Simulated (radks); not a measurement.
The numbers below are computed, except where a source is named.
Question: Species: In4+. Configuration: [Ar] 3d10 4s1 4p6 4d9 5p1 (not the ground configuration). Level of theory: scalar-relativistic Kohn-Sham, BP86, spin-unpolarised, spherical densities, point nucleus (a radial shooting solver on a logarithmic mesh with Libxc functionals). Some entries of the table are withheld. Estimate them.

| orbital | occ. | eigenvalue (hartree) | <r^2> (bohr^2) | <r> (bohr) |
|---|---|---|---|---|
| 1s | 2 | -1022.473 | 0.001194 | 0.02971 |
| 2s | 2 | (1) | 0.01947 | (2) |
| 2p | 6 | -139.3796 | (3) | 0.1122 |
| 3s | 2 | -31.24159 | 0.1388 | 0.3485 |
| 3p | 6 | -26.11784 | 0.1397 | 0.3469 |
| 3d | 10 | (4) | 0.1247 | 0.3241 |
| 4s | 1 | -6.51926 | 0.7904 | 0.8364 |
| 4p | 6 | -4.96335 | 0.9242 | 0.9007 |
| 4d | 9 | -2.68089 | (5) | 1.073 |
| 5s | 0 | -1.79231 | (6) | 2.016 |
| 5p | 1 | -1.41574 | 5.886 | 2.294 |
| 4f | 0 | -0.75960 | 7.164 | 2.430 |

Answer: 
(1) 2s eigenvalue (hartree): -155.0240
(2) 2s <r> (bohr): 0.1285
(3) 2p <r^2> (bohr^2): 0.01536
(4) 3d eigenvalue (hartree): -18.16393
(5) 4d <r^2> (bohr^2): 1.344
(6) 5s <r^2> (bohr^2): 4.540
